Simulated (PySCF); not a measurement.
## Iridium: a sound run and one with changed settings

Sound run: Ir⁺ [Xe] 4f14 5d7 6s1, Ir²⁺ [Xe] 4f14 5d7. Computed with PySCF 2.14 in aug-cc-pVDZ-PP with ECP60MDF, with scalar relativity through the core potential. In the sound run the correlated levels freeze 5s2 5p6 outside the core potential. The sound run starts from symmetry-adapted Hartree-Fock orbitals and uses a fine grid where one is needed.

A second run was set up differently.

```tsv
species	method	sound run (hartree)	changed run (hartree)	converged
Ir⁺	UHF	-103.36234	-103.36234	yes
Ir⁺	LDA	-103.87818	-103.87818	no
Ir⁺	TPSS	-104.06711	-104.06711	yes
Ir⁺	MP2	-103.50977	-103.50098	yes
Ir²⁺	UHF	-102.76324	-102.76324	yes
Ir²⁺	LDA	-103.20573	-103.20573	no
Ir²⁺	TPSS	-103.41424	-103.41424	yes
Ir²⁺	MP2	-102.87503	-102.86918	yes
```

Ionisation energy of Ir⁺:

| method | sound run (eV) | changed run (eV) |
| --- | --- | --- |
| UHF | 16.302 | 16.302 |
| TPSS | 17.765 | 17.765 |
| MP2 | 17.272 | 17.192 |
| SCS-MP2 | 16.980 | 16.922 |

(1) What was changed?
A. a valence shell is frozen
B. minimal basis
C. level shift left on
D. all electrons correlated in a valence basis

## Answers

(1) C. It used initial guess 1e, at most 50 SCF cycles, level shift 0.1 hartree. A level shift leaves the converged SCF energy unchanged but raises the virtual orbital energies, which shrinks MP2 if it is not removed.
